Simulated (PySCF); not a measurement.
C4H7FSi. Atoms are numbered in the order given.

```xyz
13

C     -0.3817     3.2841     0.0000
C     -0.3437     1.9417     0.0000
C      0.8875     1.1619     0.0000
C      0.9542    -0.1872     0.0000
Si    -0.4910    -1.3638     0.0000
F      0.1302    -2.8732     0.0000
H      0.5391     3.8759     0.0000
H     -1.3269     3.8317     0.0000
H     -1.2913     1.3878     0.0000
H      1.8157     1.7484     0.0000
H      1.9499    -0.6484     0.0000
H     -1.3408    -1.2228     1.2150
H     -1.3408    -1.2228    -1.2150
```
Charge 0, spin multiplicity 1.

Geometry: B3LYP-D3(BJ)/def2-SVP. The structure was generated by enumeration; whether it is a known compound was not checked. The values are those of a single conformer.

The numbers are results of PySCF with B3LYP-D3(BJ)/def2-SVP, not measurements.

Frequencies are harmonic and unscaled.

A small imaginary wavenumber (i) marks a very flat motion, where grid noise or a shallow saddle decides the sign.

| mode | ν (cm⁻¹) | IR (km/mol) | moving atoms (share of kinetic energy) |
|---|---|---|---|
| 1 | 21i | 1.2 | F 40 %, Si 22 %, H 20 %, C 18 % |
| 2 | 108 | 1.2 | C 47 %, F 20 %, Si 18 %, H 16 % |
| 3 | 126 | 0.4 | C 54 %, H 44 % |
| 4 | 235 | 4.8 | F 46 %, Si 24 %, C 23 %, H 8 % |
| 5 | 302 | 0.5 | C 56 %, H 43 % |
| 6 | 331 | 3.4 | C 59 %, H 28 %, Si 8 % |
| 7 | 568 | 0.3 | H 90 % |
| 8 | 602 | 0.5 | C 75 %, H 19 % |
| 9 | 691 | 106.6 | H 64 %, C 22 %, Si 12 % |
| 10 | 720 | 38.9 | C 59 %, Si 25 %, H 14 % |
| 11 | 728 | 2.7 | H 91 % |
| 12 | 798 | 24.7 | H 65 %, C 34 % |
| 13 | 862 | 21.2 | F 52 %, H 26 %, Si 21 % |
| 14 | 928 | 135.8 | H 62 %, C 28 %, Si 8 % |
| 15 | 937 | 317.3 | H 72 %, Si 12 %, C 11 % |
| 16 | 946 | 40.4 | H 74 %, C 26 % |
| 17 | 975 | 94.7 | H 88 %, Si 10 % |
| 18 | 999 | 2.6 | H 75 %, C 25 % |
| 19 | 1044 | 6.8 | H 86 %, C 14 % |
| 20 | 1105 | 12.6 | H 75 %, C 24 % |
| 21 | 1244 | 0.5 | H 67 %, C 33 % |
| 22 | 1316 | 3.6 | H 77 %, C 23 % |
| 23 | 1355 | 8.7 | H 70 %, C 30 % |
| 24 | 1436 | 0.0 | H 74 %, C 26 % |
| 25 | 1638 | 50.7 | C 91 %, H 9 % |
| 26 | 1707 | 7.0 | C 87 %, H 13 % |
| 27 | 2229 | 147.8 | H 96 % |
| 28 | 2232 | 80.8 | H 98 % |
| 29 | 3120 | 1.7 | H 92 % |
| 30 | 3131 | 17.8 | H 93 % |
| 31 | 3141 | 0.8 | H 94 % |
| 32 | 3146 | 6.3 | H 91 %, C 9 % |
| 33 | 3241 | 5.5 | H 89 %, C 11 % |
